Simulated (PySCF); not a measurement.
PySCF job for 1-bromo-1,1-dichloroethane (C2H3BrCl2), SMILES ClC(C)(Br)Cl, PBE-D3(BJ)/def2-SVP. Geometry: PBE-D3(BJ)/def2-SVP.

```python
import numpy as np
from pyscf import gto, scf, dft, df
from pyscf.hessian import thermo

mol = gto.M(
    atom='''
    C    -0.69840536   -1.78861208   -0.00000001
    C    -0.48739620   -0.28689997    0.00000000
    Cl   -1.22376022    0.44460887   -1.46432684
    Cl   -1.22376022    0.44460886    1.46432684
    Br    1.45667179    0.10852021   -0.00000000
    H    -0.23763521   -2.23061015   -0.90361199
    H    -0.23763521   -2.23061015    0.90361198
    H    -1.78558564   -2.00061635   -0.00000000
    ''',
    basis='def2-SVP',
    charge=0,
    spin=0,
    max_memory=1600,
    verbose=3,
)
mf = dft.RKS(mol, xc='pbe').density_fit(auxbasis='def2-universal-jkfit')
mf.disp = 'd3bj'
mf.grids.level = 3
mf.conv_tol = 1e-11
mf.max_cycle = 100
mf.kernel()

# [left out here: the lines that compute and print the analytic Hessian (its translational invariance restored by hand, since the grid's response is missing), thermochemistry and intensities]
```

Log of the run:

```
converged SCF energy = -3571.04976761053

WARN: DFTD3 does not support analytical Hessian, using finite difference


WARN: Mole.unit (angstrom) is changed to Bohr

Mode                                 0                   1                   2
Irrep
Freq [cm^-1]                      194.1651            203.3850            276.0203
Reduced mass [au]                  14.4455             14.2121              4.5830
Force const [Dyne/A]                0.3209              0.3464              0.2057
Char temp [K]                     279.3604            292.6257            397.1317
Normal mode                   x     y     z       x     y     z       x     y     z
       0   C                -0.00  0.00 -0.09    0.08  0.01 -0.00   -0.16  0.03  0.00
       1   C                -0.00 -0.00 -0.05    0.00  0.02 -0.00   -0.02  0.01 -0.00
       2  Cl                -0.09 -0.02 -0.03   -0.08  0.02  0.05   -0.03 -0.03 -0.02
       3  Cl                 0.09  0.02 -0.03   -0.08  0.02 -0.05   -0.03 -0.03  0.02
       4  Br                -0.00  0.00  0.05    0.05 -0.02  0.00    0.06  0.02 -0.00
       5   H                -0.03  0.04 -0.12    0.11  0.04  0.00   -0.23 -0.03 -0.00
       6   H                 0.03 -0.04 -0.12    0.11  0.04 -0.00   -0.23 -0.03  0.00
       7   H                -0.00  0.00 -0.07    0.10 -0.06 -0.00   -0.19  0.19 -0.00
Mode                                 3                   4                   5
Irrep
Freq [cm^-1]                      303.5173            314.9442            328.3611
Reduced mass [au]                   1.0218              8.9471              3.5571
Force const [Dyne/A]                0.0555              0.5229              0.2260
Char temp [K]                     436.6939            453.1346            472.4385
Normal mode                   x     y     z       x     y     z       x     y     z
       0   C                 0.00  0.00  0.01    0.08  0.09  0.00    0.00 -0.00  0.15
       1   C                -0.00  0.00 -0.00   -0.02  0.09  0.00    0.00 -0.00 -0.05
       2  Cl                 0.01  0.00 -0.01   -0.02 -0.01 -0.09   -0.03  0.06 -0.04
       3  Cl                -0.01 -0.00 -0.01   -0.02 -0.01  0.09    0.03 -0.06 -0.04
       4  Br                 0.00 -0.00  0.00    0.00 -0.02 -0.00   -0.00 -0.00  0.01
       5   H                -0.49  0.06 -0.26    0.12  0.13  0.00    0.01 -0.19  0.25
       6   H                 0.49 -0.06 -0.26    0.12  0.13 -0.00   -0.01  0.19  0.25
       7   H                 0.00  0.00  0.59    0.10 -0.01 -0.00    0.00 -0.00  0.20
Mode                                 6                   7                   8
Irrep
Freq [cm^-1]                      478.5081            625.7653            669.4539
Reduced mass [au]                   6.0519              4.9366              4.7667
Force const [Dyne/A]                0.8164              1.1389              1.2587
Char temp [K]                     688.4666            900.3369            963.1951
Normal mode                   x     y     z       x     y     z       x     y     z
       0   C                 0.01  0.16 -0.00    0.02 -0.04 -0.00    0.00  0.00 -0.04
       1   C                 0.09  0.11  0.00    0.23 -0.05 -0.00   -0.00  0.00 -0.24
       2  Cl                 0.01 -0.04  0.05   -0.03  0.02 -0.03    0.02 -0.02  0.04
       3  Cl                 0.01 -0.04 -0.05   -0.03  0.02  0.03   -0.02  0.02  0.04
       4  Br                -0.02 -0.01 -0.00   -0.01 -0.00  0.00    0.00 -0.00  0.00
       5   H                -0.05  0.11 -0.00   -0.11 -0.17 -0.01   -0.03 -0.25  0.07
       6   H                -0.05  0.11  0.00   -0.11 -0.17  0.01    0.03  0.25  0.07
       7   H                -0.02  0.28 -0.00   -0.03  0.24  0.00    0.00 -0.00  0.09
Mode                                 9                  10                  11
Irrep
Freq [cm^-1]                     1038.7745           1047.1543           1063.7243
Reduced mass [au]                   1.5254              1.5723              5.1534
Force const [Dyne/A]                0.9698              1.0158              3.4356
Char temp [K]                    1494.5652           1506.6219           1530.4624
Normal mode                   x     y     z       x     y     z       x     y     z
       0   C                 0.13 -0.02 -0.00    0.00 -0.00  0.13   -0.02 -0.14 -0.00
       1   C                -0.11  0.01  0.00   -0.00  0.00 -0.12    0.02  0.23  0.00
       2  Cl                 0.00  0.00  0.00    0.00  0.00  0.00    0.00 -0.01  0.00
       3  Cl                 0.00  0.00 -0.00   -0.00 -0.00  0.00    0.00 -0.01 -0.00
       4  Br                 0.00 -0.00 -0.00    0.00 -0.00  0.00   -0.00 -0.00 -0.00
       5   H                -0.27 -0.25 -0.09   -0.01  0.50 -0.12   -0.04 -0.20  0.01
       6   H                -0.27 -0.25  0.09    0.01 -0.50 -0.12   -0.04 -0.20 -0.01
       7   H                 0.01  0.59  0.00   -0.00  0.00 -0.28   -0.01 -0.19  0.00
Mode                                12                  13                  14
Irrep
Freq [cm^-1]                     1334.6726           1394.9341           1396.3557
Reduced mass [au]                   1.2778              1.0400              1.0404
Force const [Dyne/A]                1.3411              1.1923              1.1952
Char temp [K]                    1920.2967           2006.9995           2009.0449
Normal mode                   x     y     z       x     y     z       x     y     z
       0   C                 0.02  0.13 -0.00    0.00 -0.00 -0.05   -0.05  0.01 -0.00
       1   C                -0.00 -0.02 -0.00    0.00 -0.00 -0.02   -0.02  0.00 -0.00
       2  Cl                -0.00  0.00 -0.00   -0.00  0.00  0.00    0.00  0.00 -0.00
       3  Cl                -0.00  0.00  0.00    0.00 -0.00  0.00    0.00  0.00  0.00
       4  Br                 0.00  0.00 -0.00   -0.00  0.00  0.00    0.00 -0.00  0.00
       5   H                -0.17 -0.44  0.17    0.41  0.26  0.05    0.44 -0.25  0.37
       6   H                -0.17 -0.44 -0.17   -0.42 -0.26  0.05    0.44 -0.25 -0.37
       7   H                 0.14 -0.49 -0.00    0.00 -0.00  0.69   -0.11  0.38  0.00
Mode                                15                  16                  17
Irrep
Freq [cm^-1]                     2989.6691           3094.0775           3104.0167
Reduced mass [au]                   1.0342              1.1051              1.1058
Force const [Dyne/A]                5.4464              6.2330              6.2776
Char temp [K]                    4301.4682           4451.6886           4465.9890
Normal mode                   x     y     z       x     y     z       x     y     z
       0   C                 0.01  0.05  0.00    0.09 -0.02 -0.00    0.00 -0.00  0.09
       1   C                -0.00 -0.00  0.00    0.00  0.00 -0.00    0.00 -0.00  0.00
       2  Cl                 0.00 -0.00  0.00   -0.00  0.00 -0.00   -0.00  0.00 -0.00
       3  Cl                 0.00 -0.00 -0.00   -0.00  0.00  0.00    0.00 -0.00 -0.00
       4  Br                -0.00 -0.00  0.00   -0.00 -0.00 -0.00   -0.00 -0.00 -0.00
       5   H                 0.23 -0.21 -0.44   -0.17  0.17  0.35    0.28 -0.27 -0.54
       6   H                 0.23 -0.21  0.44   -0.17  0.17 -0.35   -0.28  0.27 -0.54
       7   H                -0.60 -0.11 -0.00   -0.72 -0.14 -0.00   -0.00 -0.00  0.01
temperature 298.1500 [K]
pressure 101325.00 [Pa]
Rotational constants [GHz] 2.28108 1.42439 1.14703
Symmetry number 1
Zero-point energy (ZPE) 0.04524 [Eh]   118774.220 [J/mol]
                           tot       elec      trans        rot        vib
Entropy [J/mol/K]       342.612      0.000    173.361    120.693     48.558
Cv [J/mol/K]             86.953      0.000     12.472     12.472     62.010
Cp [J/mol/K]             95.268      0.000     20.786     12.472     62.010
Internal energy [J/mol]                      3718.434   3718.434 127722.431
Internal energy [Eh]   -3570.99829  -3571.04977
Enthalpy [J/mol]                             6197.391   3718.434 127722.431
Enthalpy [Eh]          -3570.99734
Gibbs free energy [J/mol]                  -45490.163 -32266.209 113244.850
Gibbs free energy [Eh] -3571.03625
mode   freq/cm-1   IR/(km/mol)
   1      194.17         0.049
   2      203.39         0.008
   3      276.02         2.623
   4      303.52         0.025
   5      314.94         1.500
   6      328.36         1.455
   7      478.51        15.252
   8      625.77       124.905
   9      669.45       114.663
  10     1038.77        59.546
  11     1047.15        48.715
  12     1063.72        23.567
  13     1334.67        14.017
  14     1394.93         4.527
  15     1396.36         3.542
  16     2989.67         1.374
  17     3094.08         1.284
  18     3104.02         0.768
max |gradient| / (hartree/bohr): 4.483104327447885e-05
APT charges: [-0.1452  1.1151 -0.3786 -0.3786 -0.3166  0.037   0.037   0.0299]
```

Self-consistency was reached.
